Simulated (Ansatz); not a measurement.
C2H10AlNSi can be A, `C[SiH2][N](C)[AlH2]`, or B, `C[CH]([SiH3])[AlH][NH2]`.

Computed with Ansatz on PBE0-D4/def2-TZVP structures; ΔE is electronic, products minus reactants. CCSD(T)/CBS is the MP2 limit (def2-TZVPP, def2-QZVPP) plus CCSD(T) − MP2 in def2-TZVPP, frozen cores. Functionals use def2-TZVPP. B3LYP here is the variant with VWN-RPA as its local correlation; programs differ in this. One conformer a species, not always the lowest.

A:

```xyz
15

C     2.177    0.390    0.265
Si    0.797   -0.864    0.141
N    -0.750   -0.141   -0.154
C    -1.245    0.750    0.894
Al   -1.734   -0.463   -1.606
H     3.129   -0.113    0.450
H     2.008    1.090    1.088
H     2.269    0.966   -0.659
H     1.059   -1.807   -0.980
H     0.753   -1.631    1.423
H    -0.611    1.637    1.011
H    -1.287    0.244    1.866
H    -2.255    1.102    0.665
H    -3.145    0.257   -1.673
H    -1.166   -1.417   -2.731
```

B:

Z-matrix (Å, degrees):
```
C
C 1 1.536
H 1 1.094 2 112.2
H 1 1.094 2 111.3 3 119.8
H 1 1.095 2 112.2 3 -120.6
Si 2 1.867 1 111.5 3 178.2
Al 2 1.959 1 113.5 3 -55.8
H 2 1.101 1 110.2 3 62.0
H 6 1.492 2 110.3 1 64.2
H 6 1.492 2 111.9 1 -55.1
H 6 1.490 2 111.1 1 -176.3
N 7 1.768 2 118.2 1 -8.9
H 7 1.585 2 123.8 1 170.6
H 12 1.007 7 124.5 2 -179.7
H 12 1.007 7 125.4 2 -0.1
```

Question: Which is lower in electronic energy at CCSD(T)/CBS, and by how much? (An estimate is asked.)

Answer: The calculation gave: A, by 4.6 kcal/mol.

Question: Give E(B) − E(A) in kcal/mol with r2SCAN-D4, PBE0-D4, B3LYP-D4, PBE-D4, B3LYP, B2PLYP, MP2/def2-TZVPP. (Best estimate.)

Answer: Ansatz gave: r2SCAN-D4 4.3, PBE0-D4 4.0, B3LYP-D4 5.8, PBE-D4 3.6, B3LYP 5.3, B2PLYP 5.5, MP2/def2-TZVPP 4.9. None reverses the order clearly.

Largest T1 diagnostic: 0.011.

In def2-TZVPP, CCSD(T) changes the Hartree–Fock value by −2.7 kcal/mol (the triples alone add −0.2 kcal/mol) and MP2 by −2.9 kcal/mol.
